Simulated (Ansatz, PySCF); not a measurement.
Complex: HF (SMILES F) (first 2 atoms) with H2 (SMILES [H][H]); geometry from B3LYP-D3(BJ)/def2-TZVP.
(charge 0, multiplicity 1):
```xyz
4

F     -0.0821     0.1939    -0.5040
H     -0.0694     0.0989     0.4177
H     -0.0910    -0.4597     2.3092
H      0.0080     0.2767     2.3797
```

Interaction energies are E(AB) − E(A) − E(B) at the monomers' geometry in the complex; basis-set methods are counterpoise corrected.

Correlated levels freeze the cores. CBS(a, b) extrapolates the correlation energy as X⁻³ and adds the Hartree–Fock energy of set b.

The values were computed with Ansatz (Gaussian orbitals); PySCF for the dispersion terms. 

The comparison value is -1.08 kcal/mol (CCSD(T)/CBS(aug-cc-pVTZ, aug-cc-pVQZ)). It is a level with limits of its own, not the exact answer.

### Question
Order these levels by how close they come to the comparison value for the interaction energy, closest first: B97M-V/def2-TZVPPD, PBE0-D3(BJ)/def2-TZVPPD, SVWN5/def2-TZVPPD, revPBE/def2-TZVPPD. Give each level's value less the comparison value.

### Answer
B97M-V/def2-TZVPPD (-0.08 kcal/mol), PBE0-D3(BJ)/def2-TZVPPD (-0.35 kcal/mol), revPBE/def2-TZVPPD (0.57 kcal/mol), SVWN5/def2-TZVPPD (-1.81 kcal/mol)

Ansatz is a first-principles code.
